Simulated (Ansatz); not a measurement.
Geometry optimisation, Ansatz, RKS PBE0-D4/def2-SVP.

The input (input.yaml):

```yaml
crystal:
  periodic: [false, false, false]
  atoms:
    - { symbol: S, position_ang: [-1.64586, -0.21609, -0.11022] }
    - { symbol: C, position_ang: [-0.03802, 0.18867, 0.62204] }
    - { symbol: Se, position_ang: [1.48717, -0.93464, 0.04093] }
    - { symbol: H, position_ang: [-1.3398, 0.16285, -1.35087] }
    - { symbol: H, position_ang: [-0.13825, 0.01599, 1.69254] }
    - { symbol: H, position_ang: [0.20319, 1.23242, 0.4309] }
    - { symbol: H, position_ang: [1.47157, -0.44921, -1.32531] }
basis:
  gaussian: { orbitals: def2-SVP }
hamiltonian:
  xc: pbe0
  dispersion: d4
relax:
  f_tol: 0.015
  max_steps: 40
```

Command:

```bash
$ ansatz run input.yaml --threads 1 --pin off --max-ram 2048MiB --backend cpu --events-out ev --progress --plain --runs-dir out
```

Where does it end, and by what steps?

The forces met the threshold. After 6 steps the energy has fallen by 0.025 eV; H7 moved furthest, 0.07 Å.

```json
{"step": "0", "energy less start (eV)": "0.0000", "largest force component (eV/Å)": "0.753", "accepted": "yes"}
{"step": "1", "energy less start (eV)": "-0.0185", "largest force component (eV/Å)": "0.219", "accepted": "yes"}
{"step": "2", "energy less start (eV)": "-0.0241", "largest force component (eV/Å)": "0.066", "accepted": "yes"}
{"step": "3", "energy less start (eV)": "-0.0245", "largest force component (eV/Å)": "0.026", "accepted": "yes"}
{"step": "4", "energy less start (eV)": "-0.0246", "largest force component (eV/Å)": "0.071", "accepted": "yes"}
{"step": "5", "energy less start (eV)": "-0.0249", "largest force component (eV/Å)": "0.022", "accepted": "yes"}
{"step": "6", "energy less start (eV)": "-0.0250", "largest force component (eV/Å)": "0.003", "accepted": "yes"}
```

```xyz
7
Properties=species:S:1:pos:R:3
S -1.667 -0.206 -0.087
C -0.038 0.174 0.594
Se 1.466 -0.956 0.055
H -1.390 0.151 -1.359
H -0.128 0.024 1.679
H 0.226 1.226 0.429
H 1.531 -0.413 -1.311
```

Whether the end is a true minimum wasn't checked by a vibrational analysis.

Run time: 27 s on 1 thread of Arm Neoverse V1, with other jobs on the host, peak memory 0.17 GiB.
